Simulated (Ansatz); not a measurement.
Gas-phase electronic energies from Ansatz, PBE0-D4/def2-TZVP geometries. CCSD(T)/CBS is the MP2 limit (def2-TZVPP, def2-QZVPP) plus CCSD(T) − MP2 in def2-TZVPP, frozen cores. This one scheme is used for every species. DFT in def2-TZVPP. For Br, Li outer-core shells are correlated without core-valence functions, which leaves a few kJ/mol of doubt a bond. Scalar relativity is left out up to krypton.

Reaction (ligand exchange at a Li–Br bond): `[Li][Br]` + HCl → `[Li][Cl]` + HBr

| level | ΔE (kcal/mol) | difference from CCSD(T)/CBS |
| --- | --- | --- |
| LDA (SPW92) | 2.7 | -0.6 |
| PBE-QIDH | 3.8 | 0.5 |
| r2SCANh | 3.4 | 0.1 |
| r2SCAN0 | 3.7 | 0.4 |
| RPA@PBE/def2-TZVPP | 3.0 | -0.3 |
| HF/def2-SVP | 3.7 | 0.4 |
| MP2/def2-SVP | 5.0 | 1.7 |
| HF/def2-TZVPP | 4.7 | 1.4 |
| CCSD/def2-TZVPP | 3.4 | 0.1 |
| CCSD/def2-QZVPP | 3.2 | -0.1 |
| CCSD(T)/CBS | 3.3 | 0 |

Largest T1 diagnostic among the species: 0.006.

Leaving LDA and LC-ωPBE aside and taking each functional with its dispersion term where it has one, the values, not all of them listed here, spread over 1.8 kcal/mol, from B97M-V to PBE-QIDH. In def2-TZVPP, CCSD(T) changes the Hartree–Fock value by −1.4 kcal/mol (the triples alone add −0.1 kcal/mol) and MP2 by −1.3 kcal/mol. At CCSD(T), def2-SVP lies +1.2 kcal/mol from the extrapolated value and def2-TZVPP +0.0 kcal/mol.
